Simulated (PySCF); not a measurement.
C4H8AlN.
Numbering: `[C:1]1#[N+:2][AlH2-:3][CH2:4][CH2:5][CH2:6]1` (hydrogens: H7, H8 on Al3; H9, H10 on C4; H11, H12 on C5; H13, H14 on C6)

Level of theory: PBE0-D3(BJ)/def2-SVP geometry optimisation, gas phase in PySCF 2.14.0.

Question: What internal coordinates does the optimisation give?

Answer: 
```
          bond  length (bohr)   order
         C1≡N2          2.195  triple
        N2–Al3          4.214  single
        Al3–C4          3.815  single
         C4–C5          2.887  single
         C5–C6          2.930  single
         C1–C6          2.737  single
Al3–H7, Al3–H8          3.017  single
 C4–H9, C4–H10          2.089  single
C5–H11, C5–H12          2.085  single
C6–H13, C6–H14          2.081  single
```

Bonds in one row agree within 0.02 bohr and their mean is given. Orders are formal, as drawn. A selection of angles:
```
     angle  degrees
  N2–C1–C6    166.8
 C1–N2–Al3     98.0
 N2–Al3–C4     95.9
 N2–Al3–H7    101.3
 N2–Al3–H8     98.5
 C4–Al3–H7    116.7
 C4–Al3–H8    115.8
 H7–Al3–H8    120.9
 Al3–C4–C5    116.4
 Al3–C4–H9    109.8
Al3–C4–H10    106.7
  C5–C4–H9    109.6
 H9–C4–H10    105.2
  C4–C5–C6    112.3
 C4–C5–H11    113.2
 C4–C5–H12    110.4
 C6–C5–H11    106.3
 C6–C5–H12    107.8
H11–C5–H12    106.5
 C5–C6–H13    112.9
 C5–C6–H14    111.4
  C1–C6–C5    105.8
 C1–C6–H13    110.6
 C1–C6–H14    108.0
H13–C6–H14    108.1
```

Dihedral angles: C1–N2–Al3–C4 -7° (synperiplanar); N2–Al3–C4–C5 37° (synclinal); Al3–C4–C5–C6 -60° (synclinal); C4–C5–C6–C1 45° (synclinal). The mirror-image conformer, all signs reversed, is as good.

C1 (triply bonded carbon) is bent (angle 166.8°). The 6-membered ring C1–N2–Al3–C4–C5–C6 has internal angles of 95.9° to 166.8°; it is puckered, 0.20 Å rms from its mean plane, widest ring torsion 60°. Al3 (aluminium bonded to C, N and 2 H) has angles from 95.9° to 120.9°. The C–C distances run from 1.448 Å (C1–C6, drawn single) to 1.550 Å (C5–C6, drawn single), a spread of 0.102 Å.

Point group: C1 (no symmetry element, even within 0.4 Å). No PBE0-D3(BJ)/def2-SVP frequencies stand behind this structure, so it isn't proved a minimum. One conformer, not necessarily the lowest.

The run took 54 s wall on Arm Neoverse V2, one thread (shared host), and the process peaked at 0.51 GiB of memory. This is the geometry optimisation.
